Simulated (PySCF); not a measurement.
A structure optimised at B3LYP-D3(BJ)/def2-SVP, used in a PySCF frequency run:

```
C
H 1 1.1023
H 1 1.1067 2 106.26
C 1 1.5004 2 111.88 3 120.99
C 4 1.3394 1 125.50 2 -147.38
H 5 1.0932 4 121.57 1 -176.75
H 5 1.0959 6 116.91 4 178.42
H 4 1.0978 5 118.30 6 -1.19
B 1 1.5886 2 109.41 3 -113.94
F 9 1.3336 1 119.70 2 36.37
O 9 1.3471 10 117.22 1 -178.29
H 11 0.9698 9 111.14 10 179.88
```
Charge 0, spin multiplicity 1.

Q: Write its SMILES and formula.

A: C=CCB(O)F, C₃H₆BFO

Q: What are its rotational constants (standard atomic weights)?

A: 7.6439, 2.0982, 1.7536 GHz
